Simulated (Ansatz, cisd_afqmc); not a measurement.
Species: SF₂, charge 0, singlet. SF2 (fluoro thiohypofluorite, SMILES FSF).
B3LYP-D3(BJ)/def2-TZVP minimum from Ansatz (a quantum-chemistry and plane-wave program):
```xyz
3

F     -1.2130    -0.5047     0.0161
S     -0.0057     0.5532     0.0075
F      1.2232    -0.4788    -0.0294
```
Charge 0, spin multiplicity 1.

Total energies in cc-pV(T+d)Z, 20 correlated electrons, 7 frozen orbitals. Radicals and triplets start from unrestricted determinants; spin-orbit coupling is neglected. Cores are frozen in correlated methods. No relativity. The Monte Carlo rows (phaseless AFQMC, CISD trial, step 0.005/hartree) carry one-sigma bars that omit the constraint's bias. Outlying blocks are dropped, and bars are widened where a walk drifts. Over all cases where full CI ran beside it in this data, AFQMC minus full CI had a median of +0.1 mEh and passed +0.4 mEh in a tenth of the cases.

```json
[
 {"method": "HF", "program": "Ansatz", "energy (Eh)": "-596.44189", "minus CCSDT(Q) (mEh)": "714.29"},
 {"method": "MP2", "program": "Ansatz", "energy (Eh)": "-597.11730", "minus CCSDT(Q) (mEh)": "38.89"},
 {"method": "CCSD", "program": "Ansatz", "energy (Eh)": "-597.12978", "minus CCSDT(Q) (mEh)": "26.41"},
 {"method": "CCSD(T)", "program": "Ansatz", "energy (Eh)": "-597.15428", "minus CCSDT(Q) (mEh)": "1.90"},
 {"method": "CCSDT(Q)", "program": "Ansatz", "energy (Eh)": "-597.15618", "minus CCSDT(Q) (mEh)": "0.00"},
 {"method": "AFQMC/CISD", "program": "cisd_afqmc", "energy (Eh)": "-597.1559 ± 0.0004", "minus CCSDT(Q) (mEh)": "0.3 ± 0.4"}
]
```

Rough core times of Ansatz's runs on a shared machine: CCSD(T) under 20 s, CCSDT(Q) 6 min.
